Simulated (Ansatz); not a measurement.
SnHMe2(NMeEt) (C5H15NSn), 22 atoms. Hardware: 4 threads of Intel Xeon 6975P-C on a shared host.

In the def2 sets Sn takes a core potential; there is no spin–orbit coupling. Correlated methods freeze 10 core orbitals; core or outer-core shells of Sn are correlated, in sets that lack core-valence functions.

Q: How many basis functions does each of these Ansatz runs have, and roughly what does it cost? ωB97M-V/def2-TZVP, charge 0 singlet, energy, from earlier orbitals; BHLYP-D4/def2-TZVP, charge 0 singlet, energy, from earlier orbitals; PBE-D4/def2-TZVP, charge 0 singlet, energy and forces, from earlier orbitals; PBE0-D4/def2-SVP, charge 0 singlet, energy, from earlier orbitals; PBE-D4/def2-SVP, charge 0 singlet, energy, from earlier orbitals; PBE-D4/def2-SVP, charge 0 singlet, relaxation, 10 steps; MP2/def2-TZVP, charge 0 singlet, energy, from earlier orbitals; PBE0-D4/def2-TZVP, charge 0 singlet, energy, from earlier orbitals; r2SCAN-D4/def2-TZVP, charge 0 singlet, energy, from earlier orbitals; HF/STO-3G, charge 0 singlet, energy; RPA@PBE/def2-TZVP, charge 0 singlet, energy, from earlier orbitals; HSE06-D4/def2-TZVP, charge 0 singlet, energy, from earlier orbitals.

A: Other jobs shared the machine, so times can vary by a factor of up to 3. A dash marks memory too small to be measured apart from the calling script's.

```json
{"run": "HF/STO-3G, charge 0 singlet, energy", "functions": "72", "fitting or Cholesky vectors": "1004", "wall time": "0.6 s", "peak host memory (GiB)": "–"}
{"run": "PBE-D4/def2-SVP, charge 0 singlet, energy, from earlier orbitals", "functions": "185", "fitting or Cholesky vectors": "2123", "wall time": "1.7 s", "peak host memory (GiB)": "–"}
{"run": "PBE0-D4/def2-SVP, charge 0 singlet, energy, from earlier orbitals", "functions": "185", "fitting or Cholesky vectors": "2186", "wall time": "2.5 s", "peak host memory (GiB)": "0.68"}
{"run": "PBE-D4/def2-TZVP, charge 0 singlet, energy and forces, from earlier orbitals", "functions": "326", "fitting or Cholesky vectors": "2103", "wall time": "3.9 s", "peak host memory (GiB)": "0.58"}
{"run": "r2SCAN-D4/def2-TZVP, charge 0 singlet, energy, from earlier orbitals", "functions": "326", "fitting or Cholesky vectors": "2103", "wall time": "4.5 s", "peak host memory (GiB)": "0.63"}
{"run": "HSE06-D4/def2-TZVP, charge 0 singlet, energy, from earlier orbitals", "functions": "326", "fitting or Cholesky vectors": "2176", "wall time": "5.5 s", "peak host memory (GiB)": "1.4"}
{"run": "BHLYP-D4/def2-TZVP, charge 0 singlet, energy, from earlier orbitals", "functions": "326", "fitting or Cholesky vectors": "2418", "wall time": "6 s", "peak host memory (GiB)": "1.4"}
{"run": "PBE0-D4/def2-TZVP, charge 0 singlet, energy, from earlier orbitals", "functions": "326", "fitting or Cholesky vectors": "2176", "wall time": "6.5 s", "peak host memory (GiB)": "1.3"}
{"run": "MP2/def2-TZVP, charge 0 singlet, energy, from earlier orbitals", "functions": "326", "fitting or Cholesky vectors": "2415", "wall time": "8 s", "peak host memory (GiB)": "1.3"}
{"run": "ωB97M-V/def2-TZVP, charge 0 singlet, energy, from earlier orbitals", "functions": "326", "fitting or Cholesky vectors": "2147", "wall time": "11 s", "peak host memory (GiB)": "1.5"}
{"run": "RPA@PBE/def2-TZVP, charge 0 singlet, energy, from earlier orbitals", "functions": "326", "fitting or Cholesky vectors": "2415", "wall time": "11 s", "peak host memory (GiB)": "1.4"}
{"run": "PBE-D4/def2-SVP, charge 0 singlet, relaxation, 10 steps", "functions": "185", "fitting or Cholesky vectors": "2123", "wall time": "15 s", "peak host memory (GiB)": "–"}
```
